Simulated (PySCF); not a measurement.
C₄H₁₀O₂, charge -1, doublet, at the geometry of the source list (a state made from the parent by changing its charge; the spin is typed, not shown lowest) (in this run its highest filled SCF level lies above zero, so its values depend strongly on the basis, on diffuse functions most of all); DF-WB97X/6-31G** in PySCF.

Here is a job for PySCF.
```python
from pyscf import gto, scf, dft

mol = gto.M(
    atom='''
C     2.540900    0.444400   -0.008200
O     1.371000   -0.189800    0.435800
C     0.227600    0.170200   -0.311200
C    -0.973100   -0.566900    0.290400
C    -2.257100   -0.243000   -0.461300
O    -1.141400   -0.195200    1.639500
H     2.455200    1.535400    0.069300
H     3.346600    0.094800    0.633800
H     2.762000    0.183600   -1.050400
H     0.064200    1.257100   -0.250400
H     0.356900   -0.106400   -1.367600
H    -0.767400   -1.649000    0.231400
H    -2.455400    0.823400   -0.403200
H    -2.171600   -0.539500   -1.502400
H    -3.085100   -0.773700   -0.002300
H    -0.273400   -0.245600    2.056700
''',
    basis='6-31g**',
    charge=-1,
    spin=1,
    verbose=4,
)

mf = dft.UKS(mol)
mf.xc = 'wb97x'
mf = mf.density_fit(auxbasis='def2-universal-jkfit')
mf.kernel()
```

Problem. Write the output that PySCF gives for this input, abridged.

Solution. 
```
PySCF version 2.14.0

[INPUT] verbose = 4
[INPUT] num. atoms = 16
[INPUT] num. electrons = 51
[INPUT] charge = -1
[INPUT] spin (= nelec alpha-beta = 2S) = 1
[INPUT] symmetry False subgroup None
[INPUT] Mole.unit = angstrom
[INPUT] Symbol           X                Y                Z      unit          X                Y                Z       unit  Magmom
[INPUT]  1 C      2.540900000000   0.444400000000  -0.008200000000 AA    4.801605109907   0.839794289757  -0.015495754221 Bohr   0.0
[INPUT]  2 O      1.371000000000  -0.189800000000   0.435800000000 AA    2.590814516779  -0.358670018442   0.823542645085 Bohr   0.0
[INPUT]  3 C      0.227600000000   0.170200000000  -0.311200000000 AA    0.430101665951   0.321631386401  -0.588082769965 Bohr   0.0
[INPUT]  4 C     -0.973100000000  -0.566900000000   0.290400000000 AA   -1.838892491814  -1.071285740016   0.548776466574 Bohr   0.0
[INPUT]  5 C     -2.257100000000  -0.243000000000  -0.461300000000 AA   -4.265300835756  -0.459203448269  -0.871730661262 Bohr   0.0
[INPUT]  6 O     -1.141400000000  -0.195200000000   1.639500000000 AA   -2.156933398579  -0.368874539515   3.098205981224 Bohr   0.0
[INPUT]  7 H      2.455200000000   1.535400000000   0.069300000000 AA    4.639655581032   2.901485491657   0.130958020432 Bohr   0.0
[INPUT]  8 H      3.346600000000   0.094800000000   0.633800000000 AA    6.324157448469   0.179146036609   1.197708417749 Bohr   0.0
[INPUT]  9 H      2.762000000000   0.183600000000  -1.050400000000 AA    5.219423556049   0.346953716470  -1.984968321243 Bohr   0.0
[INPUT] 10 H      0.064200000000   1.257100000000  -0.250400000000 AA    0.121320417197   2.375574711191  -0.473187421591 Bohr   0.0
[INPUT] 11 H      0.356900000000  -0.106400000000  -1.367600000000 AA    0.674443253857  -0.201066859654  -2.584389447955 Bohr   0.0
[INPUT] 12 H     -0.767400000000  -1.649000000000   0.231400000000 AA   -1.450175827991  -3.116158379408   0.437282625224 Bohr   0.0
[INPUT] 13 H     -2.455400000000   0.823400000000  -0.403200000000 AA   -4.640033526257   1.556000490967  -0.761937573425 Bohr   0.0
[INPUT] 14 H     -2.171600000000  -0.539500000000  -1.502400000000 AA   -4.103729252105  -1.019507244203  -2.839124529547 Bohr   0.0
[INPUT] 15 H     -3.085100000000  -0.773700000000  -0.002300000000 AA   -5.829994066896  -1.462081102576  -0.004346370086 Bohr   0.0
[INPUT] 16 H     -0.273400000000  -0.245600000000   2.056700000000 AA   -0.516651122456  -0.464116736193   3.886599720393 Bohr   0.0

nuclear repulsion = 261.337094716312
number of shells = 66
number of NR pGTOs = 232
number of NR cGTOs = 134
basis = 6-31g**
ecp = {}

******** <class 'pyscf.df.df_jk.DFUKS'> ********
method = DFUKS
initial guess = minao
damping factor = 0
level_shift factor = 0
DIIS = <class 'pyscf.scf.diis.CDIIS'>
diis_start_cycle = 1
diis_space = 8
diis_damp = 0
SCF conv_tol = 1e-09
SCF conv_tol_grad = None
SCF max_cycles = 50
direct_scf = False
number electrons alpha = 26  beta = 25
XC library pyscf.dft.libxc version 7.1.2
    S. Lehtola, C. Steigemann, M. J. T. Oliveira, and M. A. L. Marques,  SoftwareX 7, 1–5 (2018)
XC functionals = wb97x
    J.-D. Chai and M. Head-Gordon,  J. Chem. Phys. 128, 084106 (2008)
radial grids:
    Treutler-Ahlrichs [JCP 102, 346 (1995); DOI:10.1063/1.469408] (M4) radial grids

becke partition: Becke, JCP 88, 2547 (1988); DOI:10.1063/1.454033
pruning grids: <function nwchem_prune>
grids dens level: 3
symmetrized grids: False
atomic radii adjust function: <function treutler_atomic_radii_adjust>
small_rho_cutoff = 0
Set gradient conv threshold to 3.16228e-05
tot grids = 182720
******** <class 'pyscf.df.df.DF'> ********
auxbasis = def2-universal-jkfit
Create RSH-DF object <pyscf.df.df.DF object> for omega=0.3
******** <class 'pyscf.df.df.DF'> ********
auxbasis = auxmol.basis = def2-universal-jkfit
init E= -309.508575575942

cycle= 1 E= -308.444205233081  delta_E= 1.06  |g|= 0.644  |ddm|= 3.67
cycle= 2 E= -308.432115725013  delta_E= 0.0121  |g|= 0.725  |ddm|= 2.61
cycle= 3 E= -308.621012273458  delta_E= -0.189  |g|= 0.0401  |ddm|= 0.952
cycle= 4 E= -308.622917105779  delta_E= -0.0019  |g|= 0.0261  |ddm|= 0.46
cycle= 5 E= -308.623978858081  delta_E= -0.00106  |g|= 0.0128  |ddm|= 0.343
cycle= 6 E= -308.624754098533  delta_E= -0.000775  |g|= 0.0106  |ddm|= 0.357
cycle= 7 E= -308.625784858708  delta_E= -0.00103  |g|= 0.0086  |ddm|= 0.581
cycle= 8 E= -308.627031457147  delta_E= -0.00125  |g|= 0.00436  |ddm|= 1.09
cycle= 9 E= -308.627370800328  delta_E= -0.000339  |g|= 0.00212  |ddm|= 0.624
cycle= 10 E= -308.627443675982  delta_E= -7.29e-05  |g|= 0.00113  |ddm|= 0.332
cycle= 11 E= -308.627452188872  delta_E= -8.51e-06  |g|= 0.000408  |ddm|= 0.109
cycle= 12 E= -308.62745340268  delta_E= -1.21e-06  |g|= 0.000254  |ddm|= 0.0246
cycle= 13 E= -308.627453912508  delta_E= -5.1e-07  |g|= 0.000248  |ddm|= 0.0229
cycle= 14 E= -308.627454193257  delta_E= -2.81e-07  |g|= 0.000136  |ddm|= 0.0136
cycle= 15 E= -308.627454486141  delta_E= -2.93e-07  |g|= 0.000113  |ddm|= 0.0156
cycle= 16 E= -308.627454606535  delta_E= -1.2e-07  |g|= 7.45e-05  |ddm|= 0.00872
cycle= 17 E= -308.627454684061  delta_E= -7.75e-08  |g|= 5.3e-05  |ddm|= 0.00767
cycle= 18 E= -308.62745472742  delta_E= -4.34e-08  |g|= 3.21e-05  |ddm|= 0.00725
cycle= 19 E= -308.627454743561  delta_E= -1.61e-08  |g|= 1.87e-05  |ddm|= 0.00463
cycle= 20 E= -308.627454747246  delta_E= -3.69e-09  |g|= 1.05e-05  |ddm|= 0.00209
cycle= 21 E= -308.627454748461  delta_E= -1.21e-09  |g|= 6.09e-06  |ddm|= 0.00127
cycle= 22 E= -308.627454748775  delta_E= -3.14e-10  |g|= 2.78e-06  |ddm|= 0.000454
Extra cycle  E= -308.627454748807  delta_E= -3.19e-11  |g|= 2.04e-06  |ddm|= 6.59e-05
converged SCF energy = -308.627454748807  <S^2> = 0.75186491  2S+1 = 2.001864
```
